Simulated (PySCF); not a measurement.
No solvent, one conformer, fast rotation and ring inversion assumed for equivalent nuclei, relativity neglected. GFN2-xTB geometry; shielding tensors at PBE0/pcSseg-1 (GIAO); PySCF.

Referencing at the same level of theory: TMS for ¹H (σref 31.72), ¹³C (σref 186.93). Shifts are as computed. Against solution values, carbons near 30 ppm lie about +3 ppm off and those near 130 ppm about +5 ppm. Of 1211 compounds with measured shifts, 218 miss one by over three times the rms of a fit or turn the order of signals round; such compounds aren't used in these exercises.

(1) Order these molecules by the shift of their most deshielded carbon, lowest δ first.
A. C/C=C/[P@@](C)(=O)P(C)C
B. [SiH3]Pc1ccccc1
C. Cc1cc([SiH3])ccp1

(2) Order these molecules by the shift of their most deshielded carbon-bound hydrogen, lowest δ first.
A. [SiH3]Pc1ccccc1
B. Cc1cc([SiH3])ccp1
C. Cc1cc[pH]c1F

(3) How many ¹³C and ¹H signals does each give (equivalence by symmetry and fast rotation, but not about amide C–N or C=N bonds)? `Cc1cc[pH]c1F`, `Cc1cc([SiH3])ccp1`, `C/C=C/[P@@](C)(=O)P(C)C`, `[SiH3]Pc1ccccc1`

## Answers

(1) B (140.1 ppm, substituted aromatic carbon), A (156.5 ppm, alkene CH), C (178.9 ppm, substituted aromatic carbon).

(2) C (7.04 ppm, hydrogen on a unsaturated ring CH), A (7.73 ppm, hydrogen on an aromatic CH), B (9.09 ppm, hydrogen on an aromatic CH).

(3) Cc1cc[pH]c1F: 5 C, 4 H; Cc1cc([SiH3])ccp1: 6 C, 5 H; C/C=C/[P@@](C)(=O)P(C)C: 5 C, 5 H; [SiH3]Pc1ccccc1: 4 C, 5 H.
